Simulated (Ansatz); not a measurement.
**Cost against result**

Saddle point of GaH$_{4}$SeBr, closed shell (GaH₂Br ([GaH2][Br]) + H₂Se → GaH₃Se ([GaH2][SeH]) + HBr (still joined by a long Ga–Br bond); bonds formed: Br2–H5; dative contacts that become bonds: Ga1–Se6; bonds broken: H5–Se6; bonds weakened to dative contacts: Ga1–Br2), PBE0-D4/def2-TZVP structure:

Ga1  (-0.972, -0.194, -0.238)
Br2  (1.172, -1.853, 0.322)
H3  (-0.970, -0.227, -1.793)
H4  (-2.003, -0.743, 0.790)
H5  (1.270, -0.371, 0.713)
Se6  (0.426, 1.535, 0.742)
H7  (1.078, 1.853, -0.535)
(Å)

Barriers are electronic and count from the start structure reached by relaxing down the imaginary mode.

Computed with Ansatz 0.2.0 (basis: as named in each row); correlated methods freeze the cores. Filled d shells of the heavier atoms are correlated. The def2 sets are not built for correlating such inner shells, so the correlated values are less sure here. B3LYP uses VWN-RPA correlation. Extrapolation: Hartree–Fock as exp(−7.88 √X), correlation as X^−2.97.

Times are rough, for one single point on 8 threads of a shared host (Intel Xeon Platinum 8488C).

The estimate by CCSD(T) at an estimated basis limit (MP2 extrapolated from triple and quadruple zeta, plus CCSD(T) − MP2 in triple zeta) is 60.3 kJ/mol.

| method | basis | time (s) | barrier (kJ/mol) | method less estimate |
| --- | --- | --- | --- | --- |
| HF | STO-3G | under 1 | 102.4 | 42.2 |
| SPW92 | def2-SVP | under 1 | 27.9 | -32.4 |
| PBE-D4 | def2-SVP | under 1 | 38.9 | -21.4 |
| SPW92 | def2-TZVPP | under 1 | 30.0 | -30.3 |
| PBE-D4 | STO-3G | under 1 | 21.7 | -38.6 |
| B3LYP-D4 | 6-31G | under 1 | 62.0 | 1.7 |
| PBE0-D4 | def2-SVP | under 1 | 51.9 | -8.4 |
| PBE-D4 | def2-TZVPP | under 1 | 40.1 | -20.1 |
| BLYP-D4 | def2-TZVPP | under 1 | 47.0 | -13.3 |
| r2SCAN-D4 | def2-TZVPP | 1 | 50.4 | -9.9 |
| B3LYP-D4 | def2-TZVPP | 2 | 56.6 | -3.7 |
| BHLYP-D4 | def2-TZVPP | 2 | 71.1 | 10.8 |
| PBE0-D4 | def2-TZVPP | 2 | 52.3 | -8.0 |
| CAM-B3LYP-D4 | def2-TZVPP | 2 | 64.6 | 4.3 |
| RPA on PBE | def2-TZVPP | 2 | 63.8 | 3.5 |
| r2SCAN0-D4 | def2-TZVPP | 2 | 58.0 | -2.2 |
| wB97M-V | def2-SVP | 3 | 61.8 | 1.5 |
| B2PLYP | def2-TZVPP | 3 | 60.7 | 0.4 |
| PBE-QIDH | def2-TZVPP | 3 | 61.1 | 0.8 |
| B97M-V | def2-TZVPP | 3 | 63.4 | 3.1 |
| wB97X-V | def2-TZVPP | 4 | 68.2 | 7.9 |
| wB97M-V | def2-TZVPP | 4 | 64.0 | 3.7 |
| CCSD(T) | def2-SVP | 4 | 71.9 | 11.6 |
| MP2 | def2-QZVPP | 10 | 56.8 | -3.5 |
| CCSD(T) | def2-TZVPP | 41 | 64.5 | 4.3 |

All methods are single points on the PBE0-D4 structures.

The T1 diagnostic stays at or below 0.011.

Exchanges of this kind with a chalcogen hydride build sulfide and selenide films.

Labels in which every atom is bracketed show which atoms are joined, not bond orders.
